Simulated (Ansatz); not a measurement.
`CC(C)[NH][Zr]([OH])([OH])[OH]` and `CC(C)[NH][Hf]([OH])([OH])[OH]` differ in one element.

Ansatz, PBE0-D4/def2-TZVP geometries, multiplicity 1. Each molecule was computed in one conformer, which needn't be the lowest.

Elements past krypton have def2 core potentials.

| property | `CC(C)[NH][Zr]([OH])([OH])[OH]` |
| --- | --- |
| HOMO–LUMO gap (B3LYP/def2-TZVPP) / eV | 5.89 |
| HOMO–LUMO gap (PBE0/def2-TZVPP) / eV | 6.39 |
| HOMO energy (B3LYP/def2-TZVPP) / eV | -6.18 |
| size of the dipole moment (B3LYP/def2-TZVPP) / D | 0.43 |
| LUMO energy (B3LYP/def2-TZVPP) / eV | -0.30 |
| HOMO–LUMO gap (PBE/def2-TZVPP) / eV | 4.38 |

Q: Give the same properties after the change, and the shifts. (An estimate is asked.)

A: Ansatz gave: 
| property | `CC(C)[NH][Hf]([OH])([OH])[OH]` | shift |
| --- | --- | --- |
| HOMO–LUMO gap (B3LYP/def2-TZVPP) / eV | 5.97 | 0.08 |
| HOMO–LUMO gap (PBE0/def2-TZVPP) / eV | 6.50 | 0.11 |
| HOMO energy (B3LYP/def2-TZVPP) / eV | -6.15 | 0.03 |
| size of the dipole moment (B3LYP/def2-TZVPP) / D | 0.42 | -0.01 |
| LUMO energy (B3LYP/def2-TZVPP) / eV | -0.17 | 0.13 |
| HOMO–LUMO gap (PBE/def2-TZVPP) / eV | 4.46 | 0.08 |

Dipoles are sizes alone; their direction can turn.

B3LYP here is the variant with VWN-RPA as its local correlation; programs differ in this.

Positive LUMOs are unbound, so they and the gaps depend on the basis.
